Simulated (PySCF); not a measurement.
As2H6Si.

```xyz
9

Si     0.0000     0.0000     1.0297
As     2.0022     0.0000    -0.2075
As    -2.0022     0.0000    -0.2075
H      0.0000    -1.2098     1.9040
H      0.0000     1.2098     1.9040
H      1.5098     1.1013    -1.1319
H      1.5098    -1.1013    -1.1319
H     -1.5098    -1.1013    -1.1319
H     -1.5098     1.1013    -1.1319
```
Charge 0, spin multiplicity 1.

Geometry optimised at ωB97X-D3(BJ)/def2-SVP. This is a generated structure with no PubChem entry under its InChIKey; it may be hypothetical.

All values below come from B3LYP/pcSseg-1 (PySCF). Non-relativistic, no solvent.

Computed absolute GIAO shielding of each atom: isotropic value and principal components (ppm):
```csv
atom,σ(iso),σ11,σ22,σ33,span
Si1,384.6,323.4,406.3,424.0,100.6
As2,1741.4,1649.7,1747.6,1827.0,177.3
As3,1741.4,1649.7,1747.6,1827.0,177.3
H4,27.1,22.7,25.8,33.0,10.3
H5,27.1,22.7,25.8,33.0,10.3
H6,29.4,23.0,25.5,39.7,16.8
H7,29.4,23.0,25.5,39.7,16.8
H8,29.4,23.0,25.5,39.7,16.8
H9,29.4,23.0,25.5,39.7,16.8
```
